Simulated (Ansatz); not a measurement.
A CCSD(T) single point on `C1[SiH2]N[SiH2]1`.

```yaml
crystal:
  periodic: [false, false, false]
  atoms:
    - {symbol: C, position_ang: [-1.086057, -0.097894, -0.506884]}
    - {symbol: Si, position_ang: [-0.346369, -0.297650, 1.215571]}
    - {symbol: N, position_ang: [1.209324, 0.097159, 0.562566]}
    - {symbol: Si, position_ang: [0.665858, 0.313564, -1.068473]}
    - {symbol: H, position_ang: [-1.806161, 0.714078, -0.608721]}
    - {symbol: H, position_ang: [-1.507417, -1.006657, -0.936815]}
    - {symbol: H, position_ang: [-0.447354, -1.665212, 1.800074]}
    - {symbol: H, position_ang: [-0.850944, 0.657133, 2.243132]}
    - {symbol: H, position_ang: [2.116815, 0.173730, 0.985214]}
    - {symbol: H, position_ang: [1.260540, -0.633945, -2.053690]}
    - {symbol: H, position_ang: [0.857266, 1.688594, -1.611372]}
basis:
  gaussian: {orbitals: def2-SVP}
correlation: {method: ccsd_t}
```

```sh
$ ansatz run in.yaml --threads 2 --pin off --events-out ev --progress --plain --max-ram 4352MiB
```

The program prints (abridged):

```
Functional definition: HF
985 factors; integrals over basis functions are off by at most 1.2e-3 eV
mean field evaluation 1: about -18338.5250 eV, gradient 3.6e1 eV
mean field evaluation 2: about -18338.5257 eV, gradient 3.6e1 eV
mean field evaluation 4: about -18341.7405 eV, gradient 3.4e0 eV
mean field evaluation 8: about -18341.7802 eV, gradient 1.1e-4 eV
mean field -18341.78022491 eV, -674.0479907603 hartree, gradient 2.5e-6 eV, S^2 0.000000; 0 other end points of the search recorded, 0 dependent functions left out
12 core orbitals not correlated: weight in the atoms' cores, before any rotation towards them, 1.000 or more for the frozen orbitals, at most 0.000 for the correlated occupied ones
reference -18341.78022491 eV, -674.0479907603 hartree; 12, 12 occupied and 75, 75 virtual orbitals, 985 factors
second order -13.66551094 eV of doubles, -0.00000000 eV of singles
cycle   1  -14.57417562 eV  change   -9.1e-1 eV  update   8.7e-2
cycle   2  -15.01899735 eV  change   -4.4e-1 eV  update   2.6e-2
cycle   3  -15.08619059 eV  change   -6.7e-2 eV  update   1.0e-2
cycle   4  -15.08314345 eV  change    3.0e-3 eV  update   2.6e-3
cycle   5  -15.08307871 eV  change    6.5e-5 eV  update   8.9e-4
cycle   6  -15.08300710 eV  change    7.2e-5 eV  update   2.5e-4
cycle   7  -15.08296287 eV  change    4.4e-5 eV  update   7.9e-5
cycle   8  -15.08297303 eV  change   -1.0e-5 eV  update   2.5e-5
perturbative correction -0.44246458 eV, -0.0162602736 hartree
Total energy: -18357.30566253 eV, -674.6185400692 hartree
```

It took 4.6 s on 2 threads of an Arm Neoverse V2 on a shared host, with 0.36 GiB of host memory at the peak.

Correlation energy per correlated electron: -0.647 eV. T1 diagnostic: 0.0109.
